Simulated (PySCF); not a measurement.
# Electron correlation in Rb⁺ (rubidium, charge +1)

[Kr], closed-shell 1S. Calculation: PySCF 2.14, in x2c-SVPall (6s4p5d1f, 50 functions); the spin-free X2C one-electron Hamiltonian (Gaussian nucleus). Frozen: [Ar] 3d10 4s2; 6 electrons correlated.

Total MP2 correlation energy: -84.73 mhartree.

Same-spin part -26.04 and opposite-spin part -58.69 mhartree; SCS-MP2 scales them by 1/3 and 6/5 to -79.11 mhartree.

```tsv
level	correlation energy (mhartree)
CCSD	-91.15
(T)	-1.55
CCSD(T)	-92.70
```

Diagnostics: T1 = 0.00062, D1 = 0.0009, largest double amplitude 0.030.

Cost of the coupled-cluster step: 0.19 s of wall time on 1 thread of Neoverse-V1 (shared host), for 6 correlated electrons.

Iterations:

```
CC2 = 0
CCSD nocc = 3, nmo = 35
frozen orbitals [0, 1, 2, 3, 4, 5, 6, 7, 8, 9, 10, 11, 12, 13, 14]
max_cycle = 100
direct = 0
conv_tol = 1e-08
conv_tol_normt = 1e-06
diis_space = 8
diis_start_cycle = 0
Init t2, MP2 energy = -2978.77645317356  E_corr(MP2) -0.0847344137013479
Init E_corr(CCSD) = -0.0847344137021079
cycle = 1  E_corr(CCSD) = -0.0904587288546392  dE = -0.00572431515  norm(t1,t2) = 0.0117552
cycle = 2  E_corr(CCSD) = -0.0910067532972743  dE = -0.000548024443  norm(t1,t2) = 0.00262379
cycle = 3  E_corr(CCSD) = -0.0911572391267599  dE = -0.000150485829  norm(t1,t2) = 0.000798848
cycle = 4  E_corr(CCSD) = -0.0911550047521929  dE = 2.23437457e-06  norm(t1,t2) = 4.03283e-05
cycle = 5  E_corr(CCSD) = -0.0911548540277307  dE = 1.50724462e-07  norm(t1,t2) = 4.01694e-06
cycle = 6  E_corr(CCSD) = -0.0911548890671006  dE = -3.50393699e-08  norm(t1,t2) = 6.15226e-07
cycle = 7  E_corr(CCSD) = -0.0911548916069825  dE = -2.53988192e-09  norm(t1,t2) = 5.47989e-08
CCSD converged
E(CCSD) = -2978.78287365147  E_corr = -0.09115489160698251
CCSD(T) correction = -0.00154685373181528
```
